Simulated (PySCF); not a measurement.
**Bi(NC)3 at several levels of theory**

Computed with PySCF 2.14.0 (density fitting, no spin-orbit coupling) at the geometry relaxed with PBE0:

```xyz
7
Bi(NC)3 (singlet)
Bi    0.0000    0.0000    1.0869
N     1.8211    0.0000   -0.0497
C     2.9051    0.0000   -0.5245
N    -0.9105    1.5771   -0.0497
C    -1.4525    2.5159   -0.5245
N    -0.9105   -1.5771   -0.0497
C    -1.4526   -2.5159   -0.5245
```

```csv
level,basis,state,HOMO (eV),gap (eV),charge on Bi1 (e),dipole about the centre of mass (D),largest force component (eV/Å)
PBE0,"Bi def2-SVP with ECP60, N def2-SVP, C def2-SVP",singlet,-8.93,6.09,1.33,6.78,0.01
BLYP,the same,singlet,-7.25,3.79,1.13,6.50,1.24
PBE0,"Bi def2-TZVP with ECP60, N def2-TZVP, C def2-TZVP",singlet,-9.13,6.20,1.15,6.62,0.78
```

Charges are Mulliken's, which hang on the basis. The relaxation used the grid (50, 194), these runs (75, 302) or, all-electron (x2c bases, spin-free X2C Hamiltonian), (99, 590).

What does revPBE with Bi def2-SVP with ECP60, N def2-SVP, C def2-SVP give here?

state singlet, HOMO (eV) -7.36, gap (eV) 3.88, charge on Bi1 (e) 1.20, dipole about the centre of mass (D) 6.52, largest force component (eV/Å) 1.50. Time: 9.1 s on 2 threads of Arm Neoverse V1, on a shared host, from an already converged density.

In the first row's basis the gap widens with exact exchange: 3.8 to 3.9 eV for BLYP, revPBE (none); 6.1 eV for PBE0 (a fixed share).
